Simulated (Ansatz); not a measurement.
Relaxation of BrH₇NO₄Ta (14 atoms, charge 0, multiplicity 1), to a largest force component of 0.03 eV/Å in at most 50 steps.

Level of theory: Ansatz 0.2.0, RKS PBE/def2-SVP.

```xyz
14
Properties=species:S:1:pos:R:3
Ta -0.101 -0.079 -0.012
N 2.020 0.023 -0.025
H 2.546 -0.409 0.743
H 2.579 0.033 -0.884
O 0.037 -0.526 1.863
H 0.157 -1.190 2.560
O -0.030 -0.184 -1.933
H -0.138 -0.920 -2.560
O -0.993 1.601 0.130
H -0.732 2.283 0.786
O -1.264 -1.643 -0.200
H -1.681 -2.027 0.593
Br 1.312 2.910 1.992
H 2.011 2.033 0.972
```

Where does it end, and by what steps?

The run converged. After 38 steps the energy has fallen by 1.073 eV; H12 moved furthest, 1.61 Å. Parted: Br13–H14 (1.52 → 2.29 Å). Joined: N2–H14 (2.24 → 1.06 Å), H10–Br13 (2.46 → 1.74 Å).

| step | energy less start (eV) | largest force component (eV/Å) | accepted |
| --- | --- | --- | --- |
| 0 | 0.0000 | 1.153 | yes |
| 2 | -0.2387 | 0.707 | yes |
| 4 | -0.3359 | 0.485 | yes |
| 6 | -0.4669 | 0.943 | yes |
| 8 | -0.6368 | 0.546 | yes |
| 10 | -0.7377 | 0.403 | yes |
| 12 | -0.8589 | 0.598 | yes |
| 14 | -0.9212 | 0.684 | yes |
| 16 | -0.8981 | 1.677 | no |
| 18 | -0.9947 | 0.184 | yes |
| 20 | -1.0051 | 0.378 | yes |
| 22 | -1.0043 | 0.648 | no |
| 24 | -1.0115 | 0.158 | yes |
| 26 | -1.0125 | 0.099 | yes |
| 28 | -1.0222 | 0.436 | yes |
| 30 | -1.0493 | 0.843 | yes |
| 32 | -1.0482 | 0.294 | no |
| 34 | -1.0687 | 0.215 | no |
| 36 | -1.0715 | 0.096 | yes |
| 38 | -1.0730 | 0.014 | yes |

```xyz
14
Properties=species:S:1:pos:R:3
Ta -0.141 -0.472 0.186
N 1.960 0.574 0.209
H 2.700 0.074 0.720
H 2.297 0.695 -0.757
O 0.541 -1.519 1.643
H 0.549 -1.374 2.605
O 0.539 -0.753 -1.623
H -0.008 -1.199 -2.295
O -0.730 1.183 0.645
H -0.208 2.189 0.968
O -1.811 -1.356 -0.145
H -2.751 -1.120 -0.203
Br 0.899 3.443 1.442
H 1.886 1.540 0.631
```

Whether the end is a true minimum wasn't checked by a vibrational analysis.

The run took 2.1 min on 4 threads of Arm Neoverse V1, with other jobs on the host, peak memory 0.24 GiB.
